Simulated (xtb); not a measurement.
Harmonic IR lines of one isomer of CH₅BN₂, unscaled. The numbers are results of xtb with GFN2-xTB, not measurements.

```tsv
wavenumber (cm⁻¹)	relative intensity
272	11
292	24
484	7.7
572	45
859	72
892	100
1061	7.2
1120	6.4
1201	8.8
1512	19
1619	20
2856	22
3365	4.8
```

Problem. Identify which structure gives these lines.
(A) `[H]/N=B/NC` (C–N–B–N torsion 81°)
(B) `N=BCN` (N–B–C–N torsion 0°, B–C–N–H torsion -58°)
(C) `B=C(N)N` (N–C–N–H torsion -64°, N–C–N–H torsion -64°)
(D) `[H]/N=C\BN` (N–C–B–N torsion -180°, C–B–N–H torsion 0°)

Solution. C, `B=C(N)N` (N–C–N–H torsion -64°, N–C–N–H torsion -64°)
